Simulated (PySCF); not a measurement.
B(Me)(OH)(SH) (CH₅BOS), SMILES CB(O)S.

Geometry optimised at B3LYP-D3(BJ)/def2-SVP. One conformer was computed; it need not be the lowest.

The numbers are results of HF/def2-TZVP (PySCF), not measurements.

Symmetry labels are those of the subgroup Cs that the program uses (full group Cs).

Computed valence orbital energies around the gap with their symmetry:
```tsv
orbital	symmetry	energy (eV)
HOMO−7	A'	-17.24
HOMO−6	A'	-16.37
HOMO−5	A"	-15.71
HOMO−4	A"	-14.48
HOMO−3	A'	-14.47
HOMO−2	A'	-13.29
HOMO−1	A'	-12.07
HOMO	A"	-10.29
LUMO	A'	2.94
LUMO+1	A"	4.06
LUMO+2	A'	4.24
LUMO+3	A'	4.63
```
